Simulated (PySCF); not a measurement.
Molecule: cyclobutyl ethanoate (O(C(C)=O)C1CCC1, C$_{6}$H$_{10}$O$_{2}$).

Cartesian coordinates in Å; atom numbers follow the order of the lines, from 1:
```xyz
18

C     3.1493   -0.1156   -0.2961
C     1.8472    0.3479    0.3044
O     1.7440    1.0255    1.2918
O     0.8141   -0.1015   -0.4165
C    -0.5037    0.2348   -0.0031
C    -1.4569   -0.9614    0.1434
C    -2.4841   -0.2202   -0.7267
C    -1.3998    0.7963   -1.1176
H     3.9794    0.2916    0.2725
H     3.2079    0.2122   -1.3307
H     3.1850   -1.2022   -0.2799
H    -0.4449    0.8683    0.8854
H    -1.7585   -1.2080    1.1583
H    -1.0531   -1.8472   -0.3413
H    -3.2853    0.2256   -0.1423
H    -2.9162   -0.7925   -1.5435
H    -0.9732    0.6041   -2.0992
H    -1.6601    1.8486   -1.0352
```

Frames of a GFN2-xTB Langevin trajectory at 200 K; GIAO PBE0/pcSseg-1 shieldings in PySCF 2.14, gas phase, non-relativistic; equivalent atoms averaged within each frame.

Chemical shifts δ = σref − σ; ¹³C (186.93 ppm) and ¹H (31.72 ppm) vs TMS; ¹⁷O (336.08 ppm) vs H2O, all at this level. The references are static minima.

How do the shifts (ppm) fluctuate along the trajectory?

## Answers


```
         time (fs)     C2    C5  C6/C8    C1    C7     O3     O4   H12  H13/H18  H9/H10/H11
               250  177.9  69.9   32.4  25.1   9.3  457.8  255.2  5.91     2.10        2.08
               425  176.4  66.0   36.8  22.2  13.2  442.7  251.5  5.40     3.06        2.43
               625  181.8  77.1   27.0  24.6  16.7  472.5  258.9  6.03     1.90        1.98
               800  176.6  63.3   31.4  23.8  12.4  444.1  255.4  5.17     2.28        2.32
              1000  178.4  70.7   35.7  24.2  10.1  457.2  254.4  4.81     3.51        1.83
    mean of frames  178.2  69.4   32.7  24.0  12.3  454.9  255.1  5.46     2.57        2.13
standard deviation    2.2   5.2    3.9   1.1   2.9   12.1    2.6  0.51     0.69        0.25
```

5 frames give an uncertainty of the mean of about the standard deviation over 2.2 at best, since frames this close in time may not be independent; classical motion lacks zero-point vibration, and the reference would need the same averaging.
